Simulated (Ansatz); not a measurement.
hydrogen sulfide (H2S), singlet, at a GFN2-xTB geometry; MP2/def2-QZVPPD run with Ansatz (a quantum-chemistry and plane-wave program).

Here is a job for Ansatz.
Ansatz 0.2 input:
```yaml
crystal:
  periodic: [false, false, false]
  atoms:
    - {symbol: S, position_ang: [-0.00035523, -0.00209154, 0.10204772]}
    - {symbol: H, position_ang: [-0.03705710, 0.97315096, -0.79691824]}
    - {symbol: H, position_ang: [0.04274080, -0.93968637, -0.83584535]}
basis:
  gaussian:
    orbitals: def2-QZVPPD.json
magnetization: {spin_polarized: false}
correlation: {method: mp2}
```
The basis file holds def2-QZVPPD in the JSON format of the Basis Set Exchange.

Question: Write the output that Ansatz gives for this input, abridged.

Answer: 
```
Functional definition: HF
845 factors; integrals over basis functions are off by at most 6.3e-4 eV
mean field evaluation 1: about -10849.1414 eV, gradient 1.1e1 eV
mean field evaluation 2: about -10849.1419 eV, gradient 1.1e1 eV
mean field evaluation 4: about -10849.7035 eV, gradient 1.5e0 eV
mean field evaluation 8: about -10849.7185 eV, gradient 3.4e-5 eV
mean field -10849.71847140 eV, -398.7197996207 hartree, gradient 8.7e-7 eV, S^2 0.000000; 0 other end points of the search recorded, 0 dependent functions left out
5 core orbitals not correlated
reference -10849.71847140 eV, -398.7197996207 hartree; 4, 4 occupied and 136, 136 virtual orbitals, 845 factors
second order -5.64384169 eV of doubles, -0.00000000 eV of singles
Total energy: -10855.36231310 eV, -398.9272069775 hartree
```
